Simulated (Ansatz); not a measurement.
Zn₃Se₃, relaxed as a singlet with RKS PBE-D4/def2-SVP in Ansatz, starting from the GFN1-xTB geometry. Force threshold 0.02 eV/Å.

Another isomer (singlet) lies 2.36 eV lower at PBE0-D4/def2-TZVP; other spin states weren't run for this one.

Start:

```xyz
6

Zn    1.120    0.577    0.130
Zn    0.547   -1.065    3.322
Zn   -0.572    0.488   -1.959
Se    1.506    1.626   -1.846
Se   -0.568   -0.793    1.135
Se   -2.032   -0.833   -0.783
```

```csv
step,energy (eV),largest force component (eV/Å),SCF passes
1,-341216.2036,1.414,21
2,-341216.3973,0.313,21
3,-341216.4341,0.102,20
4,-341216.4392,0.229,22
5,-341216.4457,0.155,22
6 (rejected),-341216.4423,0.181,21
7,-341216.4508,0.039,22
8,-341216.4536,0.047,22
9,-341216.4668,0.085,21
10,-341216.4868,0.196,20
11,-341216.5161,0.166,20
12,-341216.5442,0.311,20
13,-341216.5829,0.109,19
14,-341216.5950,0.108,19
15,-341216.5991,0.098,19
16,-341216.6000,0.017,21
17 (rejected),-341216.5999,0.034,21
18,-341216.6001,0.003,22
```

Force components are those of the run's own axes.

End:

Cartesian coordinates in Å:
```
Zn 0.6160 0.1013 0.6032
Zn 1.8024 -0.1446 2.8229
Zn -0.3943 0.5302 -1.8207
Se 1.6257 1.3735 -1.0784
Se -1.3665 -1.1324 0.8527
Se -2.2832 -0.7280 -1.3796
```

Bonds lost: Zn2–Se5 (atoms count from 1). Bonds formed: Zn1–Zn2 (atoms count from 1).

The force fell under the threshold at step 16, but the optimiser went on. No frequencies were taken in this run, so the end may be a saddle point.

Run time 48 s (4 threads of Arm Neoverse V2 on a shared host).
